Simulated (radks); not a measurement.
Spherical quantum dot in the effective-mass picture: electrons in a parabolic well V = omega^2 r^2 / 2 with omega = 1.83, all in effective atomic units (hartree* = m*/eps^2 hartree, bohr* = eps/m* bohr), one dielectric constant everywhere. Method: non-relativistic Kohn-Sham, r2SCAN, spin-polarised, spherical densities, generalised Kohn-Sham scheme; computed with a radial shooting solver with Libxc functionals. Levels are named by radial order and angular momentum (1s, 1p, 1d, 2s, ...), and open shells are averaged over m. Each electron was tried in the lowest free levels, single moves between levels near the top were tried too, and the lowest total energy was kept; such a search can miss a lower state. At N = 1 the Hartree and exchange-correlation terms need not cancel, so that row can carry a self-interaction error.

\begin{tabular}{lrrrrrr}
N & open shells & 2S & E (hartree*) & mu = E(N) - E(N-1) (hartree*) & addition energy mu(N+1) - mu(N) (hartree*) & rms radius (bohr*) \\ \hline
1 & 1s(up 1, down 0) & 1 & 2.74688 & 2.7469 & 1.012 & 0.9055 \\
2 & none & 0 & 6.50540 & 3.7585 & 2.365 & 0.9487 \\
3 & 1p(up 1, down 0) & 1 & 12.6287 & 6.1233 & 0.6122 & 1.066 \\
4 & 1p(up 2, down 0) & 2 & 19.3641 & 6.7355 & 0.6389 & 1.131 \\
5 & 1p(up 3, down 0) & 3 & 26.7385 & 7.3743 & 0.9061 & 1.178 \\
6 & 1p(up 3, down 1) & 2 & 35.0189 & 8.2805 & 0.5699 & 1.218 \\
7 & 1p(up 3, down 2) & 1 & 43.8693 & 8.8504 & 0.5908 & 1.251 \\
8 & none & 0 & 53.3105 & 9.4412 & 2.004 & 1.281 \\
9 & 1d(up 1, down 0) & 1 & 64.7555 & 11.445 & 0.5150 & 1.328 \\
10 & 1d(up 2, down 0) & 2 & 76.7156 & 11.960 & 0.5199 & 1.367 \\
11 & 1d(up 3, down 0) & 3 & 89.1955 & 12.480 & 0.5205 & 1.401 \\
12 & 1d(up 4, down 0) & 4 & 102.196 & 13.000 & 0.5189 & 1.432 \\
13 & 1d(up 5, down 0) & 5 & 115.715 & 13.519 & 0.7331 & 1.459 \\
14 & 1d(up 5, down 1) & 4 & 129.968 & 14.252 & 0.4802 & 1.486 \\
15 & 1d(up 5, down 2) & 3 & 144.700 & 14.733 & 0.4857 & 1.510 \\
16 & 1d(up 5, down 3) & 2 & 159.919 & 15.218 & 0.4874 & 1.533 \\
17 & 1d(up 5, down 4) & 1 & 175.624 & 15.706 & 0.4870 & 1.554 \\
18 & none & 0 & 191.817 & 16.193 & 0.6448 & 1.574 \\
19 & 2s(up 1, down 0) & 1 & 208.654 & 16.837 & 0.5851 & 1.594 \\
20 & none & 0 & 226.077 & 17.423 & 1.439 & 1.614 \\
21 & 1f(up 1, down 0) & 1 & 244.938 & 18.861 & 0.4377 & 1.638 \\
22 & 1f(up 2, down 0) & 2 & 264.237 & 19.299 & - & 1.660 \\
\end{tabular}

All shells are closed at N = 2, 8, 18, 20 (there: 1s2 1p6 1d10 2s2); the second difference of the energy has clear peaks (12 % above both neighbours; the first and last values, which can be the largest, are not judged, and half-filled shells can peak too) at N = 2, 5, 8, 13, 20.
